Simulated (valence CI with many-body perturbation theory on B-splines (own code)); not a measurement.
Values are calculated unless marked as measured or tabulated.
**Sensitivity of CI+MBPT for Gd³³⁺**

Level of theory: relativistic CI+MBPT: three valence electrons over a frozen Dirac-Fock core [Ar] 3d10, radial functions for each j: 6 s, 6 p, 5 d, 3 f, 1 g, with the one-electron correlation potential Σ1 (screened to all orders), the two-electron term Σ2, the three-electron term Σ3, Breit, model QED; selected single and double excitations, second order for the rest, scaled by the run's own slope (own B-spline code, finite nucleus).

No measured spectrum was set against this ion. As an estimate, large intervals hold to a few tenths of a per cent, small ones and those within an open d or f shell to about a per cent.

The reference run has the lowest level (4s^2 4p1/2) J=1/2 and an ionisation energy of 1370.15 eV. Its largest variational space holds 2821 state functions.

Levels are named by their leading jj configuration (3d3/2^4 stands for four electrons in 3d with j = 3/2), which in mixed levels can hold well under half, so a name can repeat and another be missing. Letters in brackets count levels of one name in rising energy.

Changed runs:
A. core polarisation of operators on → off
B. three-electron term on → off; cutoff of virtual states (hartree) 8192 → 72000
C. scale of Σ1 1 → 1.1
D. start configuration 4s2 4p1 → 4s2 5p1 (bad on purpose)

Excitation energies of the reference run in cm⁻¹, and shifts in cm⁻¹:

```
                     Level  Reference  A       B      C
        (4s^2 4p3/2) J=3/2     361733  0    -0.2   +143
        (4s 4p1/2^2) J=1/2     582287  0     -53    -52
(4s 4p1/2 4p3/2) J=3/2 [a]     867172  0    -106    +82
    (4s 4p1/2 4p3/2) J=5/2     918864  0     -74    +86
(4s 4p1/2 4p3/2) J=3/2 [b]     995574  0     -26    +87
    (4s 4p1/2 4p3/2) J=1/2    1020120  0     +19    +84
        (4s 4p3/2^2) J=5/2    1251450  0     -92   +211
        (4s^2 4d3/2) J=3/2    1349080  0     -19    +91
        (4s 4p3/2^2) J=1/2    1382480  0     +51   +227
        (4s 4p3/2^2) J=3/2    1429070  0     +58   +154
        (4s^2 4d5/2) J=5/2    1463100  0     +33    +78
     (4p1/2^2 4p3/2) J=3/2    1590660  0     -68    +26
    Ionisation energy (eV)    1370.15  0  +0.047  +0.17
```

No effect on these energies: A.

Run D: It gave no result: the start configuration must fill the lowest shells above the core. The program said: "5p is not the lowest shell of its kind above the core".
